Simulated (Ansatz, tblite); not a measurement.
Forces on Si₁₅ at its r2SCAN-D4/def2-SVP geometry. Total charge 0; singlet.

The xTB rows come from tblite. Another isomer (singlet) lies 1.60 eV lower at PBE0-D4/def2-SVP; other spin states weren't run for this one.

GFN1-xTB (tblite), largest force 1.44 eV/Å:

```xyz
15
positions Å, forces eV/Å
Si    0.535    1.720    1.160    0.026    0.502    0.089
Si    0.849   -1.019   -1.263    0.330   -0.232   -0.376
Si    2.937   -0.181   -0.678    0.872   -0.022   -0.490
Si   -2.676   -0.550    0.097   -0.651   -0.769   -0.329
Si    1.325   -0.893    1.137   -0.589   -0.612    0.774
Si   -0.952   -0.541    1.749   -0.009   -0.604    0.394
Si    0.596   -3.156   -2.175    0.784   -1.000   -0.206
Si    2.790    1.219    1.167    0.611    0.548    0.442
Si   -0.961    0.620   -1.305    0.131    0.715   -0.423
Si   -1.073    1.496    2.939   -0.015    0.201    0.946
Si   -2.959   -0.308   -2.289   -0.399   -0.254   -0.124
Si    3.560   -1.099    1.601    0.615   -0.056    0.145
Si   -1.110   -1.778   -2.462   -1.336    0.166   -0.512
Si   -2.186    1.596    0.880   -0.287    0.906   -0.035
Si   -0.674    2.874   -0.559   -0.082    0.511   -0.294
```

GFN2-xTB (tblite), largest force 2.31 eV/Å:

```
Si 1.117 1.795 0.310
Si 0.953 0.474 -0.026
Si 0.345 0.170 -0.951
Si -0.223 -0.159 0.826
Si -0.661 -1.615 1.516
Si 0.199 -1.364 0.072
Si -0.115 0.130 -0.047
Si -0.013 0.994 0.082
Si 0.454 0.982 -0.782
Si 0.250 -0.062 -0.096
Si 0.735 -0.351 -0.090
Si -0.493 -0.162 0.045
Si -1.354 -1.119 -1.126
Si -1.252 1.023 0.068
Si 0.058 -0.734 0.196
```

PBE-D4/def2-SVP (Ansatz), largest force 0.33 eV/Å:

```
Si 0.054 -0.013 -0.068
Si -0.001 0.110 0.075
Si 0.142 0.036 -0.301
Si -0.120 -0.186 0.010
Si -0.169 -0.163 0.107
Si 0.037 -0.175 0.007
Si 0.146 -0.212 0.012
Si 0.132 0.269 0.090
Si 0.173 0.087 0.009
Si -0.009 0.084 0.222
Si -0.177 0.066 -0.101
Si 0.128 -0.143 0.136
Si -0.165 -0.040 -0.108
Si -0.203 0.136 -0.002
Si 0.032 0.143 -0.089
```
